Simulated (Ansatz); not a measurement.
Computed with r2SCAN-D4/def2-SVP (Ansatz, a quantum-chemistry and plane-wave program). No frequencies were computed at this level.

Ansatz 0.2 input:
```yaml
crystal:
  periodic: [false, false, false]
  atoms:
    - { symbol: C, position_ang: [1.192497, 0.03706, -0.156952] }
    - { symbol: N, position_ang: [0.068381, -0.715445, 0.2126] }
    - { symbol: C, position_ang: [-1.187773, -0.093174, 0.16907] }
    - { symbol: H, position_ang: [0.974677, 1.062704, -0.492939] }
    - { symbol: H, position_ang: [1.886185, 0.075879, 0.693242] }
    - { symbol: H, position_ang: [1.731587, -0.499622, -0.94794] }
    - { symbol: H, position_ang: [-1.180231, 0.942035, -0.205341] }
    - { symbol: H, position_ang: [-1.860679, -0.701111, -0.448438] }
    - { symbol: H, position_ang: [-1.624643, -0.108327, 1.176699] }
basis:
  gaussian: { orbitals: def2-svp }
hamiltonian:
  xc: r2scan
  dispersion: d4
relax:
  max_steps: 150
magnetization:
  spin_polarized: true
  initial_magnetization: 1
```

Output:

```
Functional definition: r2SCAN
836 factors; their error is unknown
mean field evaluation 1: about -3649.0029 eV, gradient 3.4e1 eV
mean field evaluation 2: about -3646.0479 eV, gradient 4.1e1 eV
mean field evaluation 4: about -3654.9504 eV, gradient 2.3e0 eV
mean field evaluation 8: about -3654.9373 eV, gradient 3.8e-2 eV
mean field evaluation 16: about -3654.9373 eV, gradient 3.7e-5 eV
mean field -3654.93732664 eV, -134.3164693486 hartree, gradient 3.7e-5 eV, S^2 0.755802; 0 other end points of the search recorded, 0 dependent functions left out
reference -3654.93733603 eV, -134.3164696935 hartree; 13, 12 occupied and 59, 60 virtual orbitals, 836 factors
relax step   1: F+E_penalty+E_count = -3654.96368415 eV  Δ(F+E_penalty+E_count) = +0.000e0 eV  max|allowed force component| = 1.013e0 eV/Å  Δτ_max = 0.0000 Å  (32 SCF iters, accepted)
these checks for a lower state are left out or cut short: starts, cluster_reference, orbital_swaps, neighbouring_geometries, increment
836 factors; their error is unknown
mean field -3654.97386250 eV, -134.3178120167 hartree, gradient 1.5e-5 eV, S^2 0.755891; 0 other end points of the search recorded, 0 dependent functions left out
reference -3654.97387193 eV, -134.3178123633 hartree; 13, 12 occupied and 59, 60 virtual orbitals, 836 factors
relax step   2: F+E_penalty+E_count = -3655.00019712 eV  Δ(F+E_penalty+E_count) = -3.651e-2 eV  max|allowed force component| = 4.241e-1 eV/Å  Δτ_max = 0.0269 Å  (35 SCF iters, accepted)
these checks for a lower state are left out or cut short: starts, cluster_reference, orbital_swaps, neighbouring_geometries, increment
836 factors; their error is unknown
mean field -3654.97886253 eV, -134.3179957643 hartree, gradient 2.0e-5 eV, S^2 0.755905; 0 other end points of the search recorded, 0 dependent functions left out
reference -3654.97887197 eV, -134.3179961111 hartree; 13, 12 occupied and 59, 60 virtual orbitals, 836 factors
relax step   3: F+E_penalty+E_count = -3655.00519764 eV  Δ(F+E_penalty+E_count) = -5.001e-3 eV  max|allowed force component| = 8.612e-2 eV/Å  Δτ_max = 0.0198 Å  (36 SCF iters, accepted)
these checks for a lower state are left out or cut short: starts, cluster_reference, orbital_swaps, neighbouring_geometries, increment
836 factors; their error is unknown
mean field evaluation 32: about -3655.0146 eV, gradient 3.2e-1 eV
mean field -3654.97915461 eV, -134.3180064982 hartree, gradient 1.5e-5 eV, S^2 0.755896; 0 other end points of the search recorded, 0 dependent functions left out
reference -3654.97916404 eV, -134.3180068448 hartree; 13, 12 occupied and 59, 60 virtual orbitals, 836 factors
relax step   4: F+E_penalty+E_count = -3655.00548389 eV  Δ(F+E_penalty+E_count) = -2.862e-4 eV  max|allowed force component| = 1.861e-2 eV/Å  Δτ_max = 0.0050 Å  (37 SCF iters, accepted)
these checks for a lower state are left out or cut short: starts, cluster_reference, orbital_swaps, neighbouring_geometries, increment
836 factors; their error is unknown
mean field -3654.98030386 eV, -134.3180487322 hartree, gradient 3.0e-5 eV, S^2 0.755871; 0 other end points of the search recorded, 0 dependent functions left out
reference -3654.98031326 eV, -134.3180490777 hartree; 13, 12 occupied and 59, 60 virtual orbitals, 836 factors
relax step   5: F+E_penalty+E_count = -3655.00663663 eV  Δ(F+E_penalty+E_count) = -1.153e-3 eV  max|allowed force component| = 6.021e-2 eV/Å  Δτ_max = 0.0454 Å  (35 SCF iters, accepted)
these checks for a lower state are left out or cut short: starts, cluster_reference, orbital_swaps, neighbouring_geometries, increment
836 factors; their error is unknown
mean field -3654.98986843 eV, -134.3184002237 hartree, gradient 1.4e-5 eV, S^2 0.755819; 0 other end points of the search recorded, 0 dependent functions left out
reference -3654.98987781 eV, -134.3184005685 hartree; 13, 12 occupied and 59, 60 virtual orbitals, 836 factors
relax step   6: F+E_penalty+E_count = -3655.01622265 eV  Δ(F+E_penalty+E_count) = -9.586e-3 eV  max|allowed force component| = 5.322e-2 eV/Å  Δτ_max = 0.1452 Å  (39 SCF iters, accepted)
these checks for a lower state are left out or cut short: starts, cluster_reference, orbital_swaps, neighbouring_geometries, increment
836 factors; their error is unknown
mean field -3655.00935877 eV, -134.3191164804 hartree, gradient 1.8e-5 eV, S^2 0.755694; 0 other end points of the search recorded, 0 dependent functions left out
reference -3655.00936810 eV, -134.3191168235 hartree; 13, 12 occupied and 59, 60 virtual orbitals, 836 factors
relax step   7: F+E_penalty+E_count = -3655.03576364 eV  Δ(F+E_penalty+E_count) = -1.954e-2 eV  max|allowed force component| = 1.591e-1 eV/Å  Δτ_max = 0.2000 Å  (38 SCF iters, accepted)
these checks for a lower state are left out or cut short: starts, cluster_reference, orbital_swaps, neighbouring_geometries, increment
836 factors; their error is unknown
mean field evaluation 64: about -3655.0200 eV, gradient 4.3e-1 eV
mean field -3654.98988486 eV, -134.3184008275 hartree, gradient 1.3e-5 eV, S^2 0.755742; 0 other end points of the search recorded, 0 dependent functions left out
reference -3654.98989407 eV, -134.3184011660 hartree; 13, 12 occupied and 59, 60 virtual orbitals, 836 factors
relax step   8: F+E_penalty+E_count = -3655.01633653 eV  Δ(F+E_penalty+E_count) = +1.943e-2 eV  max|allowed force component| = 7.111e-1 eV/Å  Δτ_max = 0.1921 Å  (40 SCF iters, rejected (line search))
these checks for a lower state are left out or cut short: starts, cluster_reference, orbital_swaps, neighbouring_geometries, increment
836 factors; their error is unknown
mean field -3655.01912245 eV, -134.3194752891 hartree, gradient 1.3e-5 eV, S^2 0.755670; 0 other end points of the search recorded, 0 dependent functions left out
reference -3655.01913169 eV, -134.3194756286 hartree; 13, 12 occupied and 59, 60 virtual orbitals, 836 factors
relax step   9: F+E_penalty+E_count = -3655.04555244 eV  Δ(F+E_penalty+E_count) = -9.789e-3 eV  max|allowed force component| = 5.741e-2 eV/Å  Δτ_max = 0.0960 Å  (39 SCF iters, accepted)
these checks for a lower state are left out or cut short: starts, cluster_reference, orbital_swaps, neighbouring_geometries, increment
836 factors; their error is unknown
mean field -3655.02579156 eV, -134.3197203744 hartree, gradient 1.7e-5 eV, S^2 0.755624; 0 other end points of the search recorded, 0 dependent functions left out
reference -3655.02580076 eV, -134.3197207124 hartree; 13, 12 occupied and 59, 60 virtual orbitals, 836 factors
relax step  10: F+E_penalty+E_count = -3655.05224774 eV  Δ(F+E_penalty+E_count) = -6.695e-3 eV  max|allowed force component| = 3.600e-2 eV/Å  Δτ_max = 0.1000 Å  (38 SCF iters, accepted)
these checks for a lower state are left out or cut short: starts, cluster_reference, orbital_swaps, neighbouring_geometries, increment
836 factors; their error is unknown
mean field evaluation 96: about -3655.0250 eV, gradient 2.0e-5 eV
mean field -3655.02503200 eV, -134.3196924612 hartree, gradient 2.0e-5 eV, S^2 0.755619; 0 other end points of the search recorded, 0 dependent functions left out
reference -3655.02504118 eV, -134.3196927985 hartree; 13, 12 occupied and 59, 60 virtual orbitals, 836 factors
relax step  11: F+E_penalty+E_count = -3655.05151630 eV  Δ(F+E_penalty+E_count) = +7.314e-4 eV  max|allowed force component| = 2.092e-1 eV/Å  Δτ_max = 0.1161 Å  (36 SCF iters, rejected (line search))
these checks for a lower state are left out or cut short: starts, cluster_reference, orbital_swaps, neighbouring_geometries, increment
836 factors; their error is unknown
mean field -3655.02797835 eV, -134.3198007373 hartree, gradient 2.5e-5 eV, S^2 0.755601; 0 other end points of the search recorded, 0 dependent functions left out
reference -3655.02798754 eV, -134.3198010751 hartree; 13, 12 occupied and 59, 60 virtual orbitals, 836 factors
relax step  12: F+E_penalty+E_count = -3655.05444834 eV  Δ(F+E_penalty+E_count) = -2.201e-3 eV  max|allowed force component| = 3.178e-2 eV/Å  Δτ_max = 0.0580 Å  (35 SCF iters, accepted)
these checks for a lower state are left out or cut short: starts, cluster_reference, orbital_swaps, neighbouring_geometries, increment
836 factors; their error is unknown
mean field -3655.02832126 eV, -134.3198133390 hartree, gradient 2.6e-5 eV, S^2 0.755602; 0 other end points of the search recorded, 0 dependent functions left out
reference -3655.02833045 eV, -134.3198136769 hartree; 13, 12 occupied and 59, 60 virtual orbitals, 836 factors
relax step  13: F+E_penalty+E_count = -3655.05480006 eV  Δ(F+E_penalty+E_count) = -3.517e-4 eV  max|allowed force component| = 8.720e-2 eV/Å  Δτ_max = 0.0594 Å  (34 SCF iters, accepted)
these checks for a lower state are left out or cut short: starts, cluster_reference, orbital_swaps, neighbouring_geometries, increment
836 factors; their error is unknown
mean field -3655.02154576 eV, -134.3195643443 hartree, gradient 2.6e-5 eV, S^2 0.755585; 0 other end points of the search recorded, 0 dependent functions left out
reference -3655.02155499 eV, -134.3195646835 hartree; 13, 12 occupied and 59, 60 virtual orbitals, 836 factors
relax step  14: F+E_penalty+E_count = -3655.04799741 eV  Δ(F+E_penalty+E_count) = +6.803e-3 eV  max|allowed force component| = 3.078e-1 eV/Å  Δτ_max = 0.0274 Å  (36 SCF iters, rejected (line search))
these checks for a lower state are left out or cut short: starts, cluster_reference, orbital_swaps, neighbouring_geometries, increment
836 factors; their error is unknown
mean field -3655.02868884 eV, -134.3198268474 hartree, gradient 2.5e-5 eV, S^2 0.755596; 0 other end points of the search recorded, 0 dependent functions left out
reference -3655.02869804 eV, -134.3198271855 hartree; 13, 12 occupied and 59, 60 virtual orbitals, 836 factors
relax step  15: F+E_penalty+E_count = -3655.05516556 eV  Δ(F+E_penalty+E_count) = -3.655e-4 eV  max|allowed force component| = 6.615e-3 eV/Å  Δτ_max = 0.0063 Å  (34 SCF iters, accepted)
836 factors; their error is unknown
mean field evaluation 128: about -3649.3839 eV, gradient 3.3e1 eV
mean field -3655.02868884 eV, -134.3198268474 hartree, gradient 3.1e-5 eV, S^2 0.755596; 1 other end points of the search recorded, 0 dependent functions left out
reference -3655.02869804 eV, -134.3198271855 hartree; 13, 12 occupied and 59, 60 virtual orbitals, 836 factors
Total energy: -3655.05517476 eV, -134.3208001872 hartree
Atom 0 at     1.170106     0.005607    -0.199251 Å, force     0.002338    -0.006488    -0.004961 eV/Å
Atom 1 at    -0.023877    -0.733785    -0.466565 Å, force     0.000208     0.004316     0.002382 eV/Å
Atom 2 at    -1.173984    -0.123638     0.123949 Å, force    -0.002824    -0.006615    -0.003852 eV/Å
Atom 3 at     1.100676     1.047481    -0.580746 Å, force    -0.000162     0.002421    -0.000624 eV/Å
Atom 4 at     1.356870     0.100457     0.892521 Å, force     0.000415     0.000522     0.002905 eV/Å
Atom 5 at     2.047083    -0.474376    -0.660145 Å, force    -0.000888     0.001463     0.001118 eV/Å
Atom 6 at    -1.322547     0.914144    -0.245915 Å, force    -0.000240     0.002355    -0.000765 eV/Å
Atom 7 at    -2.085786    -0.701893    -0.090834 Å, force     0.000981     0.001544     0.000828 eV/Å
Atom 8 at    -1.068539    -0.033998     1.226986 Å, force     0.000172     0.000482     0.002968 eV/Å
Dipole moment:     0.010119     0.310287     0.197460 e Å
```

Cost: about 50 core-seconds (a rough figure).
